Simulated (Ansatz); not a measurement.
This geometry of CH₉GeNOSi (14 atoms, charge 0, multiplicity 1) is a first-order saddle point.

Computed with RKS BLYP-D4/def2-SVP in Ansatz.

```xyz
14
Properties=species:S:1:pos:R:3
C -1.602 1.637 0.491
N -0.751 0.447 0.538
Si 0.213 -0.205 -0.757
O -0.561 -1.375 -1.709
Ge 2.137 -1.250 0.236
H -1.371 2.348 1.316
H -1.434 2.178 -0.461
H -2.690 1.402 0.548
H -0.794 -0.063 1.424
H 0.571 0.945 -1.652
H -1.472 -1.586 -1.433
H 1.682 -2.192 1.395
H 3.105 -0.200 0.859
H 2.955 -2.116 -0.765
```

Task: Which two structures does it join? (They come from a converged band through this point; their orientation in space is the band's.)

Result: No bond is made or broken. The dihedral N2–Si3–O4–H11 goes from -67 to 63°.

First end point:

```xyz
14
Properties=species:S:1:pos:R:3
C -1.634 1.678 0.498
N -0.647 0.600 0.584
Si 0.187 -0.127 -0.760
O -0.691 -1.187 -1.751
Ge 2.062 -1.281 0.218
H -1.522 2.400 1.336
H -1.483 2.244 -0.444
H -2.690 1.321 0.499
H -0.662 0.100 1.477
H 0.557 0.968 -1.708
H -0.965 -2.021 -1.327
H 1.558 -2.250 1.336
H 3.088 -0.317 0.884
H 2.832 -2.157 -0.813
```

Last end point:

```xyz
14
Properties=species:S:1:pos:R:3
C -1.582 1.656 0.510
N -0.739 0.464 0.588
Si 0.170 -0.280 -0.697
O -0.554 -1.597 -1.481
Ge 2.139 -1.245 0.267
H -1.386 2.360 1.349
H -1.366 2.204 -0.429
H -2.675 1.429 0.514
H -0.852 -0.062 1.459
H 0.428 0.839 -1.671
H -1.387 -1.400 -1.951
H 1.755 -2.068 1.534
H 3.126 -0.133 0.732
H 2.911 -2.194 -0.694
```

Task: How far does it lie above each of them?

Result: 5.4 kJ/mol above the first and 4.0 kJ/mol above the second. This is the barrier of this one path; another mechanism may lie lower.

The run took 3.5 min on 2 threads of Arm Neoverse V1, on a shared host, peak memory 0.19 GiB.
